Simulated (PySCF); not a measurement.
SMILES C[Si](B(C)F)(C)C, singlet (GFN2-xTB optimised geometry):

```
19

B      0.671     1.428     0.000
F      0.110     2.633     0.000
C      2.251     1.428     0.000
H      2.696     0.439     0.025
H      2.633     1.992     0.852
H      2.627     1.945    -0.883
Si    -0.525    -0.168    -0.029
C      0.375    -1.787     0.458
C     -1.246    -0.450    -1.786
C     -2.018     0.021     1.159
H     -0.304    -2.633     0.455
H      1.181    -2.015    -0.234
H      0.808    -1.721     1.452
H     -0.459    -0.625    -2.514
H     -1.814     0.413    -2.121
H     -1.909    -1.309    -1.807
H     -2.586     0.918     0.931
H     -1.696     0.093     2.194
H     -2.696    -0.825     1.085
```

Method: CAM-B3LYP/def2-SVP (PySCF).

Question: What are the frontier orbital energies and the dipole moment?

Answer: HOMO-2 -9.70 eV, HOMO-1 -9.65 eV, HOMO -8.76 eV, LUMO 0.17 eV, LUMO+1 2.40 eV; dipole moment 0.92 D.

Meta-Löwdin charges at CAM-B3LYP/def2-SVP: B1 0.25, F2 -0.26, C3 -0.43, H4 0.10, H5 0.12, H6 0.12, Si7 0.76, C8 -0.54, C9 -0.53, C10 -0.53, H11 0.11, H12 0.10, H13 0.10, H14 0.10, H15 0.11, H16 0.11, H17 0.11, H18 0.10, H19 0.10.
